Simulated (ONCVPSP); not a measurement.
# Scattering properties, ONCV potential for potassium

K (Z = 19), optimised norm-conserving Vanderbilt (ONCV), made with ONCVPSP 4.0.1 (PW91, scalar-relativistic). Core [Ne], reference 3s2 3p6 4s1. Waves: 3s+4s: rc 2.50 bohr, ncon 3, nbas 7, qcut 5.3 1/bohr, 2 projectors; 3p: rc 2.15 bohr, ncon 4, nbas 9, qcut 5.2 1/bohr, 2 projectors, debl 2.1 Ha; d scattering state at 0.31 Ha: rc 2.60 bohr, ncon 4, nbas 9, qcut 3.9 1/bohr, 1 projector. Local part: polynomial inside 1.70 bohr (lpopt 5, dvloc0 2 Ha). Core correction: polynomial model core, fcfact 0.55.

The phase is arctan(r·R′/R) of the radial function R(r), unwrapped; energies in Ha, scanned from -3 to 5 Ha. A pole is an energy at which the radial function vanishes at the test radius. The pseudo phase is shifted by a multiple of π to meet the all-electron one at the reference energy, and phase errors are pseudo minus all-electron; the curves can meet again beyond the range given. Levels narrower than the energy grid can be missing from the lists of poles.

| channel | radius (bohr) | reference energy (Ha) | poles, all-electron | poles, pseudo | unbroken range about the reference energy with phases within 0.05 rad | phase error 1 Ha above the reference energy (rad) |
| --- | --- | --- | --- | --- | --- | --- |
| s | 2.53 | -0.09 | -1.22, 2.14 | -1.22, 2.07 | below 3.0 | -0.003 |
| p | 2.18 | -0.69 | -0.38, 3.98 | -0.38, 3.98 | the whole range | +0.000 |
| d | 2.64 | 0.31 | 0.43, 2.77 | 0.43, 4.24 | 0.1 to 0.7 | +1.118 |

Phases in the p channel:

```tsv
E (Ha)	all-electron	pseudo
-2.98	1.310	1.310
-2.54	1.272	1.272
-2.10	1.211	1.212
-1.66	1.089	1.089
-1.22	0.670	0.670
-0.78	-1.065	-1.065
-0.34	-1.591	-1.591
0.10	-1.790	-1.790
0.54	-2.010	-2.009
0.98	-2.519	-2.519
1.42	-3.679	-3.679
1.86	-4.265	-4.265
2.30	-4.469	-4.469
2.74	-4.570	-4.570
3.18	-4.633	-4.633
3.62	-4.680	-4.680
4.06	-4.720	-4.719
4.50	-4.758	-4.757
4.94	-4.800	-4.798
```
